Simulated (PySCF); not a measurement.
C₂H₅FOSi₂, SMILES FC1[SiH2][SiH2]OC=1.

Coordinates come from a PBE0-D3(BJ)/def2-SVP optimisation. The structure was generated by enumeration, and PubChem lists no compound with its InChIKey, so it may never have been made.

Vertical ionisation energy (IE) and electron affinity (EA) in eV. Rows of orbital energies are one-electron estimates. Where ΔSCF, EOM or ADC give a negative EA the extra electron is unbound and the value depends on the basis.

```json
[
 {"level": "−ε(HOMO), −ε(LUMO), PBE0/def2-TZVP (PySCF)", "IE": "6.72", "EA": "0.63"},
 {"level": "−ε(HOMO), −ε(LUMO), PBE/def2-TZVP (PySCF)", "IE": "5.51", "EA": "1.48"}
]
```
